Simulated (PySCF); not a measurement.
**Al: excitation energy**

Al [Ne] 3s2 3p1 (2P) → Al [Ne] 3s1 3p2 (4P), as a difference of total energies. Calculation: PySCF 2.14, in aug-cc-pVTZ-DK (6s5p3d2f, 50 functions); the spin-free X2C one-electron Hamiltonian (Gaussian nucleus). Correlated levels: valence: [Ne] frozen. The calculations carry no spin-orbit coupling.

| method | excitation energy (eV) |
| --- | --- |
| UHF | 2.439 |
| LDA | 3.703 |
| PBE | 3.603 |
| PBE0 | 3.479 |
| r2SCAN | 3.213 |
| CAM-B3LYP | 3.856 |
| M06-2X | 3.982 |
| revPBE | 3.541 |
| B3LYP | 3.845 |
| MP2 (valence) | 3.171 |
| SCS-MP2 (valence) | 3.473 |

Errors of the correlated levels include the incompleteness of this basis and the frozen core.

**Question.** Which method comes closest to the reference value, and which is furthest?

**Answer.** The reference is 3.598 eV (measured; NIST levels, between the centres of gravity of the two terms). Closest: PBE (error 0.005 eV); furthest: UHF (error -1.159 eV).
